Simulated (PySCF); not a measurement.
# Telling isomers of C6H7NO apart by NMR

PySCF 2.14 calculation with J: B3LYP/pcJ-1 (spin–dipole term left out of most H,H and C,H couplings), NMR shieldings at PBE0/pcSseg-1/GIAO and geometry: GFN2-xTB; fast rotation and ring inversion assumed for equivalent nuclei, no solvent model, no relativistic terms, one computed conformer.

δ = σ(ref) − σ, references computed at the same level: TMS for $^{1}$H (σ = 31.72 ppm) and $^{13}$C (σ = 186.93 ppm). Multiplet labels drop J under 1 Hz and among equivalent protons, and merge close values. Unscaled 3J(H,H) run several per cent high. Where no couplings were computed, multiplicities follow the n + 1 count of equivalent neighbours, and m marks all less simple cases (inequivalent or close neighbours, rings, F or P nearby). Shifts are as computed. Against solution values, carbons near 30 ppm lie about +3 ppm off and those near 130 ppm about +5 ppm. Of 1211 compounds with measured shifts, 218 miss one by over three times the rms of a fit or turn the order of signals round; such compounds aren't used in these exercises.

(1) Tabulate the signals of `C=C(C)c1ccon1`, `Cc1cccc[n+]1[O-]` and their relative energies.

(2) What is the quickest way to tell C=C(C)c1ccon1 from Cc1cccc[n+]1[O-]?

Answers

(1) 
| SMILES | carbon types | δC | δH | E rel. (kcal/mol) |
| --- | --- | --- | --- | --- |
| C=C(C)c1ccon1 | 2×C 2×CH 1×CH2 1×CH3 | 166.7, 165.4, 144.1, 122.1, 108.7, 22.6 | 8.51 (m, 1H), 6.78 (m, 1H), 5.91 (br s, 1H), 5.70 (br s, 1H), 2.37 (s, 3H) | 11.8 |
| Cc1cccc[n+]1[O-] | 1×C 4×CH 1×CH3 | 154.9, 144.0, 131.8, 129.9, 124.4, 21.7 | 8.44 (d, 1H), 7.43 (dd, 1H), 7.30 (ddd, 1H), 6.98 (t, 1H), 2.53 (s, 3H) | 0.0 |

Energies are electronic energies at PBE0/pcSseg-1 on these geometries, without zero-point or thermal terms, each for the one conformer computed, which needn't be the lowest.

(2) Both give the same number of carbon signals, but DEPT or the intensities differ. The first has a terminal =CH2 carbon at 122.1 ppm, the second an aromatic CH at 131.8 ppm. Their most deshielded carbons lie at 166.7 and 154.9 ppm.
